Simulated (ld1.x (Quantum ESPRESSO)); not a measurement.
Values are calculated unless marked as measured or tabulated.
## Pseudopotentials across the periodic table

Generated with ld1.x 7.5 (TM, RRKJ, ultrasoft, PAW), atompaw 4.2 or ONCVPSP 4.0.1. The cutoff is in Ry: for ld1.x and atompaw files where the sum of valence levels is converged to 10 mRy in a Bessel basis, for ONCV files where the hardest occupied wave has 1 mHa per electron of residual kinetic energy. The error is the largest all-electron minus pseudo excitation energy over each file’s own four to seven test configurations (ionisations up to +4, promotions, holes and added fractions of an electron), all of which were solved. The labels leave out finer settings (local radius, basis sizes, second energies), which also bear on the numbers. Spin-polarised tests are not counted. The rows are a selection from randomly drawn settings: files with unsolved tests, undetermined cutoffs or missed reference levels are left out.

A true bound ghost makes a file unfit for plane-wave use even where its test errors are small: the radial tests pick states by their node count and pass the ghost by.

| element | potential | cutoff (Ry) | largest error (meV) | bound ghosts |
| --- | --- | --- | --- | --- |
| As | TM semilocal, PBE, scalar-relativistic, rc 1.30/1.90/1.40 (spd), local p, core correction yes, reference 4s2 4p3 | 45 | -336 | none |
| Mo | TM semilocal, PBEsol, scalar-relativistic, rc 2.30/1.50/2.55 (spd), local s, core correction yes, reference 4p6 4d5 5s1 5p0 | 50 | -135 | none |
| Ru | TM, LDA (PZ), non-relativistic, rc 2.75/4.20/1.40 (spd), local smoothed, core correction no, reference 4d7.5 5s0.5 5p0 | 55 | -146 | none |
| Pd | TM semilocal, PBE, scalar-relativistic, rc 2.25/4.00/2.00 (spd), local s, core correction no, reference 4d10 5s0 5p0 | 50 | -753 | none |
| Sb | ultrasoft, PBEsol, fully relativistic, rc 1.95/2.35/1.15 (spd), local smoothed, core correction no, reference 4d10 5s2 5p1 | 110 | -12 | none |
| Eu | PAW, PBE, scalar-relativistic, rc 2.30/2.35/3.95/1.50 (spdf), local smoothed, core correction yes, reference 4f7 5s2 5p6 5d0.5 6s1.5 6p0 | 70 | +93 | d |

Problem. Fill in the row for Ca: TM semilocal, PW91, scalar-relativistic, rc 3.10/3.35/1.95 (spd), local p, core correction no, reference 3d1 4s1 4p0.

Solution. cutoff 40 Ry, largest error +403 meV, bound ghosts: none.
